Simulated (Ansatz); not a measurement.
[Cu(OH)4]- (CuO₄H₄⁻), relaxed as a singlet with RKS PBE0-D4/def2-SVPD in Ansatz, starting from the GFN2-xTB geometry. Force threshold 0.02 eV/Å.

Start:

Cartesian coordinates in Å:
```
Cu 0.000 0.000 0.000
O 0.106 0.172 1.746
H -0.434 0.933 1.979
O 1.058 -1.402 0.074
H 1.277 -1.531 1.001
O -0.106 -0.172 -1.746
H 0.434 -0.932 -1.979
O -1.058 1.401 -0.074
H -1.278 1.530 -1.000
```

Problem. Estimate the energy that the relaxation releases and the steps that it takes.

Solution. 22.2 kJ/mol, in 4 steps; 13 s on 4 threads of Arm Neoverse V1 on a shared host. No frequencies were taken in this run, so the end may be a saddle point.

Problem. Does the start keep its bonding and symmetry?

Solution. By distances, no bond broke or formed. The bond that changes most is Cu1–O8, from 1.76 to 1.83 Å (atoms count from 1). Point group C4h at the start, C4h at the end, both within 0.05 Å.

Problem. Predict the relaxed structure.

Solution. 
```xyz
9

Cu    0.000    0.000    0.000
O     0.120    0.165    1.817
H    -0.438    0.936    1.961
O     1.099   -1.459    0.060
H     1.267   -1.515    1.007
O    -0.120   -0.165   -1.817
H     0.438   -0.937   -1.961
O    -1.099    1.459   -0.060
H    -1.267    1.515   -1.007
```
Bond lengths: 4 × Cu–O 1.83 Å; 4 × H–O 0.96 Å.
